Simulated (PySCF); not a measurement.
Relaxation of doublet GaFCl

Level of theory: UPBE0/[Ga def2-TZVP, F def2-TZVP, Cl def2-TZVP], no relativity, density fitting, PySCF. A (50,194) grid was used.

A start displaced from a saddle point along its imaginary mode, of Cs symmetry, held to at least that symmetry:

```xyz
3
charge 0 multiplicity 2, angstrom
Ga    0.0594   -0.0013   -0.3628
F    -0.1200    0.0027   -2.1523
Cl   -0.0519    0.0012    1.8844
```

What forces act on the atoms at the start (eV/Å)?


```json
{"atom": "Ga1", "Fx": "0.39", "Fy": "-0.01", "Fz": "-0.14"}
{"atom": "F2", "Fx": "-0.21", "Fy": "0.00", "Fz": "0.26"}
{"atom": "Cl3", "Fx": "-0.18", "Fy": "0.00", "Fz": "-0.12"}
```

What does it relax to?

It ends at Cs with Ga–Cl 2.158 Å, Ga–F 1.758 Å; Cl–Ga–F 117.8° (after a last refinement on a finer grid). A frequency run shows a minimum.

How much energy is released, and in how many steps?

55.6 kJ/mol in 8 steps.

The relaxation took 16 s on 4 threads of a shared Arm Neoverse V1 host, with 116 basis functions and 9 gradients; the process peaked at 1.1 GiB.
